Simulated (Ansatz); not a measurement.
C₂H₆SSi (`C[Si]SC`): the same geometry under several functionals.

```yaml
crystal:
  periodic: [false, false, false]
  atoms:
    - {symbol: C, position_ang: [0.368732, -0.081326, -2.243925]}
    - {symbol: Si, position_ang: [-0.521949, 0.678780, -0.744250]}
    - {symbol: S, position_ang: [0.399626, -0.524185, 0.721813]}
    - {symbol: C, position_ang: [-0.344175, 0.054471, 2.269082]}
    - {symbol: H, position_ang: [1.110939, -0.852497, -2.031032]}
    - {symbol: H, position_ang: [0.848657, 0.726930, -2.807516]}
    - {symbol: H, position_ang: [-0.392516, -0.500876, -2.912501]}
    - {symbol: H, position_ang: [0.443257, 0.420968, 2.926954]}
    - {symbol: H, position_ang: [-0.855684, -0.777962, 2.751323]}
    - {symbol: H, position_ang: [-1.056876, 0.855708, 2.070062]}
basis:
  gaussian: {orbitals: def2-TZVPP}
hamiltonian: {xc: {name: wB97X-V}}
output: {orbitals: {seedname: orbitals}}
```

```sh
$ ansatz run in.yaml --threads 2 --pin off --events-out ev --progress --plain --max-ram 32768MiB --backend cpu
```

It prints (some lines left out):

```
Functional definition: wB97X-V
1296 factors; their error is unknown
301 factors; integrals over basis functions are off by at most 9.9e-6 eV
mean field evaluation 1: about -20878.5495 eV, gradient 4.2e1 eV
mean field evaluation 2: about -20880.5616 eV, gradient 3.0e1 eV
mean field evaluation 4: about -20882.6038 eV, gradient 8.1e-1 eV
mean field evaluation 8: about -20882.6136 eV, gradient 4.0e-1 eV
mean field evaluation 16: about -20882.6138 eV, gradient 6.7e-5 eV
mean field -20882.61380423 eV, -767.4219025613 hartree, gradient 1.5e-5 eV, S^2 0.000000; 0 other end points of the search recorded, 0 dependent functions left out
reference -20882.61380221 eV, -767.4219024874 hartree; 24, 24 occupied and 206, 206 virtual orbitals, 1296 factors
Total energy: -20882.61380221 eV, -767.4219024874 hartree
```

It took 8 s on 2 threads of an AMD EPYC 7R13 on a shared host, with 0.65 GiB of host memory at the peak.

Changing it to `hamiltonian: {xc: {name: wB97M-V}}` and forces (abridged; 11 s):

```
Functional definition: wB97M-V
mean field evaluation 16: about -20883.7942 eV, gradient 4.4e-5 eV
mean field -20883.79421366 eV, -767.4652818079 hartree, gradient 4.4e-5 eV, S^2 0.000000
Total energy: -20883.79426234 eV, -767.4652835970 hartree
Atom 0 force     0.019599    -0.015905    -0.030765 eV/Å
Atom 1 force    -0.015509     0.020018    -0.025892 eV/Å
Atom 2 force     0.077762    -0.071038    -0.092552 eV/Å
Atom 3 force    -0.059108     0.046203     0.124959 eV/Å
Atom 4 force    -0.052252     0.054571    -0.018659 eV/Å
Atom 5 force    -0.032526    -0.063426     0.034316 eV/Å
Atom 6 force     0.059093     0.028148     0.042005 eV/Å
Atom 7 force    -0.089336    -0.024933    -0.048566 eV/Å
Atom 8 force     0.037818     0.092154    -0.031463 eV/Å
Atom 9 force     0.054459    -0.065791     0.046617 eV/Å
Dipole moment:    -0.041532     0.030364     0.084582 e Å
```

Changing it to `hamiltonian: {xc: {name: B2PLYP}}` (abridged; 7 s):

```
Functional definition: B2PLYP
mean field evaluation 16: about -20871.6132 eV, gradient 1.8e-4 eV
mean field -20871.61321300 eV, -767.0176382901 hartree, gradient 1.3e-6 eV, S^2 0.000000
12 core orbitals not correlated: weight in the atoms' cores, before any rotation towards them, 1.000 or more for the frozen orbitals, at most 0.000 for the correlated occupied ones
second order -21.27654626 eV of doubles, -0.00000000 eV of singles
Total energy: -20877.35805806 eV, -767.2287574521 hartree
```

With the line `hamiltonian: {xc: pbe, dispersion: d4}` and forces (abridged; 2.8 s):

```
Functional definition: PBE
mean field evaluation 16: about -20874.4775 eV, gradient 5.4e-4 eV
mean field -20874.47751644 eV, -767.1228995000 hartree, gradient 1.6e-5 eV, S^2 0.000000
Total energy: -20874.70400138 eV, -767.1312226682 hartree
Atom 0 force     0.017072    -0.019487     0.024447 eV/Å
Atom 1 force    -0.240254     0.262596    -0.013939 eV/Å
Atom 2 force     0.236866    -0.245850    -0.061387 eV/Å
Atom 3 force    -0.021786     0.016711     0.054031 eV/Å
Atom 4 force     0.151531    -0.156104     0.024172 eV/Å
Atom 5 force     0.088390     0.146998    -0.108337 eV/Å
Atom 6 force    -0.136611    -0.076571    -0.128698 eV/Å
Atom 7 force     0.156430     0.071765     0.141864 eV/Å
Atom 8 force    -0.102326    -0.167197     0.106761 eV/Å
Atom 9 force    -0.149313     0.167138    -0.038912 eV/Å
Dipole moment:    -0.006838    -0.010753     0.106244 e Å
```
